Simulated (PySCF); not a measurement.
**Effect of structural changes**

Level of theory: quadratic response CAM-B3LYP/aug-cc-pVDZ first hyperpolarisability, Taylor convention, gas phase in PySCF. Geometry: PBE0-D3(BJ)/def2-SVP.

Each molecule in one low-energy conformer.

The calculation is non-relativistic, which matters for the atoms heavier than Zn.

Task: Order by norm of the vector part βᵢ = ⅓ Σⱼ (βᵢⱼⱼ + βⱼᵢⱼ + βⱼⱼᵢ) of the static first hyperpolarisability, lowest first.
A. Brc1ccc2cccccc1-2
B. c1cc2ccnccc-2c1
C. c1ccc2cccc-2nc1
D. c1cncc2cccc-2c1

Result: B (220 au), D (294 au), C (324 au), A (601 au).

All values:
| molecule | change | static β vector norm (au) | static β HRS (au) | S1 (eV) |
| --- | --- | --- | --- | --- |
| c1ccc2cccc-2nc1 | CH replaced by N | 324 | 151 | 2.20 |
| Brc1ccc2cccccc1-2 | H replaced by Br | 601 | 250 | 2.27 |
| c1cc2ccnccc-2c1 | CH replaced by N | 220 | 130 | 2.22 |
| c1cncc2cccc-2c1 | CH replaced by N | 294 | 134 | 2.58 |
